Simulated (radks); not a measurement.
The nuclear charge of the germanium ion Ge+ is varied continuously with 31 electrons held in [Ar] 3d10 4s2 4p1. Method: Dirac Kohn-Sham, PBE, spin-unpolarised, spherical densities, point nucleus; open shells fill j = l - 1/2 first; computed with a radial shooting solver on a logarithmic mesh with Libxc functionals. By the Hellmann-Feynman theorem dE/dZ = E(electron-nucleus)/Z, the electronic potential at the nucleus.

| Z | E (hartree) | E(electron-nucleus)/Z (hartree) | HOMO | e(HOMO) (eV) | <r> HOMO (bohr) |
|---|---|---|---|---|---|
| 31 | -1944.02152 | -151.316 | 4p1/2 | -2.622 | 3.388 |
| 31.25 | -1982.05882 | -152.982 | 4p1/2 | -4.497 | 3.079 |
| 31.5 | -2020.51227 | -154.645 | 4p1/2 | -6.595 | 2.853 |
| 31.75 | -2059.38114 | -156.306 | 4p1/2 | -8.890 | 2.676 |
| 32 | -2098.66489 | -157.964 | 4p1/2 | -11.366 | 2.531 |
| 32.25 | -2138.36316 | -159.622 | 4p1/2 | -14.011 | 2.409 |
| 32.5 | -2178.47569 | -161.278 | 4p1/2 | -16.818 | 2.303 |
| 32.75 | -2219.00228 | -162.934 | 4p1/2 | -19.780 | 2.210 |
| 33 | -2259.94283 | -164.590 | 4p1/2 | -22.891 | 2.127 |

The central difference of E at Z = 32 is -157.964 hartree, to compare with the third column; the second derivative is -6.63 hartree.
